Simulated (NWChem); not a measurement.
System meant: germanium monotelluride (GeTe, singlet); SMILES [Ge]=[Te]

Input file for NWChem:

```
start job
memory heap 200 mb stack 900 mb global 1100 mb
geometry units angstroms noautoz
  Ge     0.000000     0.000000     1.468237
  Te     0.000000     0.000000    -0.907398
end
basis spherical
  * library def2-svp
end
ecp
  Te library def2-ecp
end
dft
  xc pbe0
  iterations 4
  mulliken
end
task dft energy
```

End of the output:

```
    Atom       Charge   Shell Charges
 -----------   ------   -------------------------------------------------------
    1 Ge  32    31.97   2.00  2.00  1.97  1.16  0.67  5.99  5.80  1.06  1.18  7.80  2.04  0.30
    2 Te  24    24.03   1.23  0.75  1.03  0.77  2.74  3.18  2.07  2.21  9.55  0.51

 center of mass
 --------------
 x =   0.00000000 y =   0.00000000 z =  -0.08208870

 moments of inertia (a.u.)
 ------------------
         949.503678734524           0.000000000000           0.000000000000
           0.000000000000         949.503678734524           0.000000000000
           0.000000000000           0.000000000000           0.000000000000

     Multipole analysis of the density
     ---------------------------------

     L   x y z        total         alpha         beta         nuclear
     -   - - -        -----         -----         ----         -------
     0   0 0 0     -0.000000    -28.000000    -28.000000     56.000000

     1   1 0 0     -0.000000     -0.000000     -0.000000      0.000000
     1   0 1 0     -0.000000     -0.000000     -0.000000      0.000000
     1   0 0 1      0.486616    -23.699621    -23.699621     47.885858

     2   2 0 0    -32.477913    -16.238957    -16.238957      0.000000
     2   1 1 0     -0.000000     -0.000000     -0.000000      0.000000
     2   1 0 1      0.000000      0.000000      0.000000      0.000000
     2   0 2 0    -32.477913    -16.238957    -16.238957      0.000000
     2   0 1 1      0.000000      0.000000      0.000000      0.000000
     2   0 0 2    -31.186950   -174.264720   -174.264720    317.342490

 ------------------------------------------------------------------------
 dft energy failed                                                                                  0
 ------------------------------------------------------------------------
 ------------------------------------------------------------------------
  current input line :
    18: task dft energy
 ------------------------------------------------------------------------
 ------------------------------------------------------------------------
 This type of error is most commonly associated with calculations not reaching convergence criteria
 ------------------------------------------------------------------------
 For more information see the NWChem manual at https://nwchemgit.github.io

0:dft energy failed:Received an Error in Communication
```

Problem. What is wrong, and how is it mended?

Solution. Convergence was not reached. Cause: the SCF was allowed too few iterations. This input runs:
```
start job
memory heap 200 mb stack 900 mb global 1100 mb
geometry units angstroms noautoz
  Ge     0.000000     0.000000     1.468237
  Te     0.000000     0.000000    -0.907398
end
basis spherical
  Ge library def2-svp
  Te library def2-svp
end
ecp
  Te library def2-ecp
end
dft
  xc pbe0
  iterations 150
  mulliken
end
task dft energy
```
It converges to -2344.54107 Ha (PBE0/def2-SVP with def2 effective core potentials on Te).
